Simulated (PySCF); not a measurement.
PySCF 2.14 output of a UHF calculation on a single atom or ion in ANO-RCC-VTZP (8s7p5d3f2g1h, 104 functions), with the spin-free X2C one-electron Hamiltonian (Gaussian nucleus):

```
SCF conv_tol = 1e-09
number electrons alpha = 38  beta = 34
cycle= 1 E= -16136.8883025992  delta_E= -0.00355  |g|= 0.0221  |ddm|= 0.0398
cycle= 2 E= -16136.8884307667  delta_E= -0.000128  |g|= 0.00473  |ddm|= 0.00856
cycle= 3 E= -16136.8884439775  delta_E= -1.32e-05  |g|= 0.00168  |ddm|= 0.0051
cycle= 4 E= -16136.8884476872  delta_E= -3.71e-06  |g|= 0.00123  |ddm|= 0.0027
cycle= 5 E= -16136.8884509223  delta_E= -3.24e-06  |g|= 0.000867  |ddm|= 0.00269
cycle= 6 E= -16136.888460694  delta_E= -9.77e-06  |g|= 0.000298  |ddm|= 0.0132
cycle= 7 E= -16136.8884618697  delta_E= -1.18e-06  |g|= 3.43e-05  |ddm|= 0.00612
cycle= 8 E= -16136.8884618729  delta_E= -3.22e-09  |g|= 7.07e-06  |ddm|= 0.000294
cycle= 9 E= -16136.888461873  delta_E= -2.73e-11  |g|= 7.74e-07  |ddm|= 3.62e-05
converged SCF energy = -16136.888461873  <S^2> = 6.0063761  2S+1 = 5.0025498
```

The run itself started from symmetry-adapted Hartree-Fock orbitals and held the occupation by maximum overlap, so the iterations belong to that start.

Question: Which element, charge and spin multiplicity is this?

Answer: W²⁺ (tungsten, charge +2), multiplicity 5; the state was [Xe] 4f14 5d4, high-spin 5D determinant.

Spin-orbit coupling, absent here, splits the open shell strongly.
